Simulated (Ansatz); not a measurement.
Z-matrix (Å, degrees):
```
Si
O 1 1.627
C 1 1.764 2 126.2
N 1 1.750 2 122.7 3 -52.8
H 1 1.469 2 105.6 3 160.1
H 2 0.960 1 118.1 3 21.5
O 3 1.320 1 163.4 2 73.6
H 7 0.973 3 107.2 1 -174.4
```

The species carries charge 0 and has multiplicity 1.

Task: List the PBE0/def2-TZVPP orbital energies in eV (the Gaussian-basis code of Ansatz). (An estimate is asked.)

Result: Ansatz gave: Occupied: -1803.68, -524.20, -523.40, -391.10, -280.73, -145.89, -100.59, -100.56, -100.52, -30.66, -28.85, -25.73, -17.54, -16.31, -14.17, -12.80, -12.57, -11.75, -11.35, -10.58, -9.67, -8.62, -6.99. Lowest empty: -0.11, 0.29, 0.63, 1.54, 1.85, 2.33, 3.57, 4.17.
